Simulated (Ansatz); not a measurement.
Species: SiF$_{2}$ (charge 0, singlet). 
Structure (B3LYP-D3(BJ)/def2-TZVP (Ansatz, an electronic-structure program) minimum search):
SMILES: [Si](F)F
```xyz
3

Si     0.0153     0.0127     0.5768
F      1.0240    -0.6902    -0.4611
F     -1.0478     0.6704    -0.4362
```

Parts of the frozen-core correlation energy in STO-3G (Ansatz, hartree). Frozen orbitals: 7; correlated occupied orbitals by spin: 9 and 9; virtual: 3 and 3. No spin-orbit coupling. No relativistic terms.

```csv
term,value
reference (HF),-481.68359
MP2 opposite-spin,[?]
MP2 same-spin,[?]
CCSD correlation,-0.08175
(T),[?]
FCI minus CCSD(T),-0.00091
T1 diagnostic,0.021
largest doubles amplitude,0.082
```

**Question.** Fill in the missing entries.

**Answer.** 
- MP2 opposite-spin, value: -0.05517
- MP2 same-spin, value: -0.01508
- (T), value: -0.00911
